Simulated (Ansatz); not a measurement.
Stepwise reaction of `[CH3][In]([CH3])[O][SiH3]` with hydrogen, as a gas-phase model of exchange steps in deposition or etching. ΔE in kJ/mol.

Computed with Ansatz on PBE0-D4/def2-TZVP structures; ΔE is electronic, products minus reactants. CCSD(T)/CBS is the MP2 limit (def2-TZVPP, def2-QZVPP) plus CCSD(T) − MP2 in def2-TZVPP, frozen cores. This one scheme is used for every species. DFT in def2-TZVPP. B3LYP here is the variant with VWN-RPA as its local correlation; programs differ in this. Elements past krypton have def2 core potentials. For In outer-core shells are correlated without core-valence functions, which leaves a few kJ/mol of doubt a bond. Each species was taken in one conformer, which may not be the lowest.

| step | reaction | PBE-D4 | B3LYP-D4 | ωB97M-V | CCSD(T)/CBS |
| --- | --- | --- | --- | --- | --- |
| 2 | `[CH3][InH][O][SiH3]` + H₂ → `[SiH3][O][InH2]` + CH₄ | -37.3 | -42.4 | -41.9 | -34.7 |

(1) Give the row of step 1, `[CH3][In]([CH3])[O][SiH3]` + H₂ → `[CH3][InH][O][SiH3]` + CH₄. (An estimate is asked.)

(2) By hand: ΔE of the 2 steps together at CCSD(T)/CBS.

Results:

(1) Computed: 
```tsv
step	reaction	PBE-D4	B3LYP-D4	ωB97M-V	CCSD(T)/CBS
1	`[CH3][In]([CH3])[O][SiH3]` + H₂ → `[CH3][InH][O][SiH3]` + CH₄	-37.6	-42.6	-41.9	-34.1
```

(2) (-34.1) + (-34.7) = -68.8 kJ/mol, or -34.4 kJ/mol a step.

In ΔE the steps differ by no more than 0.6 kJ/mol. All are downhill at CCSD(T)/CBS. PBE-D4 differs from CCSD(T)/CBS by -3.5 to -2.6 kJ/mol a step. Only this route is followed, and other bonds may react first. Isolated molecules leave out the surface, adducts and barriers. Largest T1 diagnostic: 0.015.
